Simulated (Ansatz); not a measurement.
C2H6AlNSi (`[AlH2][NH]C#C[SiH3]`), relaxed with RKS PBE-D4/def2-SVP in the Gaussian-basis code of Ansatz from a rough embedded geometry. The force threshold is 0.03 eV/Å; the program also tests the step.

Total charge 0; spin multiplicity 1.

Start:

```xyz
11

Al    2.241   -0.321   -1.832
N     1.773    0.249   -0.124
C     0.437    0.194    0.285
C    -0.723    0.183    0.765
Si   -2.438    0.119    1.256
H     3.731   -0.337   -2.364
H     1.078   -0.937   -2.803
H     2.496    0.621    0.547
H    -2.763   -1.311    1.583
H    -2.549    0.918    2.484
H    -3.282    0.621    0.204
```

```csv
step,energy (eV),largest force (eV/Å),largest move (Å)
1,-18114.9841,1.729,0.000
2,-18115.2639,0.925,0.142
3,-18115.2965,0.419,0.035
4,-18115.3057,0.192,0.060
5,-18115.3120,0.112,0.037
6,-18115.3146,0.047,0.042
7,-18115.3151,0.033,0.023
8,-18115.3154,0.011,0.013
```

End:

```xyz
11

Al    2.254   -0.374   -1.886
N     1.719    0.198   -0.233
C     0.471    0.183    0.263
C    -0.693    0.153    0.683
Si   -2.404    0.111    1.300
H     3.816   -0.207   -2.143
H     1.143   -0.957   -2.858
H     2.414    0.581    0.422
H    -2.839   -1.292    1.633
H    -2.522    0.946    2.548
H    -3.357    0.659    0.271
```

Hardware: 4 threads of a server CPU on a shared host. Wall time 11 s, peak host memory 0.16 GiB.
